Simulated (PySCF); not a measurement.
Computed properties of GaF, SMILES [F][Ga]

GaF, SMILES [F][Ga] (connectivity only; charge and spin as stated), neutral, multiplicity 1. The structure is a stationary point at B3LYP-D3(BJ)/def2-TZVPD. One conformer was computed; it need not be the lowest. All values are computed for the isolated molecule unless a solvent is named; none is compared with measurement here.

**Structure.** The optimised structure has C∞v symmetry. All 1 harmonic modes at B3LYP-D3(BJ)/def2-TZVPD (PySCF) are real, so it is a minimum.

**Vibrations.** The strongest infrared lines (harmonic, unscaled, degenerate partners summed) lie at 594 cm⁻¹ (125 km/mol, F 79 %, Ga 21 %). The softest mode is at 594 cm⁻¹ and the zero-point energy is 0.8 kcal/mol.

**Electronic structure.** ωB97X/def2-TZVPD (PySCF) places the frontier levels at -10.19 and 0.37 eV, a gap of 10.56 eV, and gives a dipole moment of 2.45 D and a mean polarisability of 33.4 bohr³. PBE/def2-TZVPD (PySCF) at the same geometry gives -6.83 and -2.18 eV, so its gap is 5.91 eV narrower. An orbital gap is neither the optical nor the fundamental gap.

**Excitations.** TDA-CAM-B3LYP/def2-TZVPD (PySCF) has S1 at 5.95 eV (208 nm, f = 0.669, bright); the most intense of the 10 singlets computed lies at 5.95 eV (f = 0.67). Strengths of degenerate partners are summed. T1 (TDA) is at 3.98 eV, 1.97 eV under S1. TDA-PBE/def2-TZVPD (PySCF) puts S1 at 5.65 eV. No vertical singlet excitation falls in the visible range (under 3.1 eV).

**NMR.** GIAO shifts at PBE0/pcSseg-2 (PySCF) (non-relativistic, atoms alike by connectivity averaged): ¹⁹F at 47.3 ppm against CFCl3.
